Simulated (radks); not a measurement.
The numbers below are computed, except where a source is named.
Q: Radial electron density D(r) = 4 pi r^2 rho(r) of an atom or ion with 25 electrons. Code: a radial shooting solver on a logarithmic mesh with Libxc functionals. Model: scalar-relativistic Kohn-Sham, r2SCAN, spin-polarised, spherical densities, finite nucleus; meta-GGA in the generalised Kohn-Sham scheme; Fermi nuclear charge, rms radius of each element as measured or else 0.836 A^(1/3) + 0.57 fm.

r (bohr)  D(r) (e/bohr)  spin D(r)
0.002327          5.369  -0.000192
0.002911          7.741  -0.000276
0.003613          10.87  -0.000386
0.004521          15.20  -0.000537
0.005656          20.82  -0.000731
0.007075          27.75  -0.000965
0.008781          35.49   -0.00122
0.01099           44.02   -0.00148
0.01374           51.96   -0.00165
0.01706           57.67   -0.00158
0.02134           60.15  -0.000792
0.0267            58.64    0.00214
0.0334            54.58     0.0116
0.04146           51.63     0.0384
0.05186           53.68      0.116
0.06489           62.12      0.317
0.08053           71.77      0.764
0.1007            74.57       1.70
0.126             65.22       3.36
0.1577            50.58       5.77
0.1957            44.09       8.29
0.2448            48.49       9.96
0.3063            51.02       9.39
0.3802            40.38       6.73
0.4756            21.21       3.38
0.595             6.851       1.11
0.7444            1.243      0.216
0.9239           0.1246     0.0240
1.156          0.005068    0.00111

What is the nuclear charge?

A: Z = 47. The innermost maximum, from 1s, lies near gamma/Z bohr with gamma = sqrt(1 - (Z/c)^2) = 0.939, here 0.02 bohr (found: 0.0219), and its height grows with Z. The density is that of the silver ion Ag22+ in [Ar] 3d7; the configuration itself is not fixed sharply by these data, and Z only to a few units. D(r) has 3 maxima, at r = 0.0219, 0.0953, 0.290 bohr, and minima at 0.0431, 0.197 bohr, inside which lie 2.01, 11.20 electrons.
